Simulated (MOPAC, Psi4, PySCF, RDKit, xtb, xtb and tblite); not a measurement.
Two geometries of SMILES [SiH2](N)S (H5NSSi), relaxed at GFN2-xTB with one dihedral held; other torsions can differ between them too.

Structure A

```
8

N     -0.9532     0.6602     0.0738
Si     0.0048    -0.7549     0.0276
S      1.9214    -0.0072    -0.6110
H     -1.9409     0.5999     0.2498
H     -0.7395     1.4334    -0.5346
H      0.1326    -1.2829     1.3792
H     -0.3823    -1.7949    -0.9267
H      2.6089    -1.0866    -0.2776
```

Structure B

```
8

N      1.0797     0.6421    -0.2108
Si    -0.0054    -0.6650     0.0358
S     -1.9293     0.0595    -0.5990
H      2.0589     0.5205    -0.0127
H      0.7886     1.5806     0.0148
H     -0.2622    -1.1112     1.4000
H      0.4224    -1.7380    -0.8493
H     -1.5794     0.3159    -1.8488
```

Q: Which is lower in energy at the level DF-MP2 (frozen core)/cc-pVTZ // GFN2-xTB run with Psi4, and by how much?

A: B is lower, by 2.41 kcal/mol (dihedral N1–Si2–S3–H8: 165° in A, 60° in B).

E(B) − E(A) in kcal/mol at the other levels, on the same two geometries: GFN2-xTB (xtb and tblite) -0.40; MMFF94 // GFN2-xTB (RDKit) 0.10; PBE0/def2-TZVP // GFN2-xTB (Psi4) -2.44; PBE0-D3(BJ)/def2-TZVP // GFN2-xTB (Psi4) -2.46; PBE/def2-TZVP // GFN2-xTB (Psi4) -2.68; PBE-D3(BJ)/def2-TZVP // GFN2-xTB (Psi4) -2.70; HF/cc-pVTZ // GFN2-xTB (Psi4) -2.03; UFF // GFN2-xTB (RDKit) -1.40; AM1, restricted, heats of formation // GFN2-xTB (MOPAC) -1.89; PM7, restricted, heats of formation // GFN2-xTB (MOPAC) -3.18; GFN1-xTB // GFN2-xTB (xtb) 0.87; restricted B3LYP/6-31G*, spherical d // GFN2-xTB (PySCF) -3.12; restricted MP2 (frozen core)/6-31G*, spherical d // GFN2-xTB (PySCF) -3.14; restricted Hartree-Fock/STO-3G // GFN2-xTB (PySCF) -1.91; restricted B3LYP/3-21G // GFN2-xTB (PySCF) -3.26.

MMFF94 has few fitted parameters for silicon.
